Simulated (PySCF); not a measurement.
Al(Me)2(F) anion (C2H6AlF), SMILES [CH3][Al]([CH3])[F] (connectivity only; charge and spin as stated), charge -1, multiplicity 2. Atoms are numbered in the order given.

```xyz
10

Al     0.4688     0.0990     0.0000
C     -0.1660    -0.8552     1.6574
H      0.2127    -1.8918     1.7235
H     -1.2743    -0.9175     1.6479
H      0.1172    -0.3476     2.5962
C     -0.1660    -0.8552    -1.6574
H      0.1172    -0.3476    -2.5962
H     -1.2743    -0.9175    -1.6479
H      0.2127    -1.8918    -1.7235
F     -0.2459     1.6988     0.0000
```
Charge -1, spin multiplicity 2.

Coordinates come from a r2SCAN-D4/def2-SVPD optimisation. The multiplicity is an assumed one; no other spin state was optimised. The isomer is the one that the SMILES or the coordinates give; other isomers of the formula were not compared.

All values below come from PBE/pcH-1 (PySCF).

Unrestricted Kohn–Sham, ⟨S²⟩ = 0.751. Hyperfine tensors hold the contact and dipolar terms, without spin-orbit corrections.

Question: Estimate the hyperfine couplings. (Estimate from the structure and the level; the computed values follow.)

Answer: 
```csv
nucleus,A(iso) (MHz),A(iso) (G),dipolar principal values (MHz)
27Al no. 1,441.9,157.7,"-42.6, -41.9, 84.5"
13C no. 2,82.9,29.6,"-4.0, -3.5, 7.4"
1H no. 3,-3.1,-1.1,"-3.7, -2.0, 5.7"
1H no. 4,25.3,9.0,"-3.0, -1.3, 4.2"
1H no. 5,-1.0,-0.3,"-3.8, -2.1, 5.9"
13C no. 6,82.9,29.6,"-4.0, -3.5, 7.4"
1H no. 7,-1.0,-0.3,"-3.8, -2.1, 5.9"
1H no. 8,25.3,9.0,"-3.0, -1.3, 4.2"
1H no. 9,-3.1,-1.1,"-3.7, -2.0, 5.7"
19F no. 10,150.2,53.6,"-89.4, -80.2, 169.6"
```

Question: And the g tensor (effective nuclear charges for spin-orbit coupling, GIAO)? (The exact figures need the calculation; the answer reports its results.)

Answer: principal values 2.0013, 2.0020, 2.0022; isotropic 2.0018.
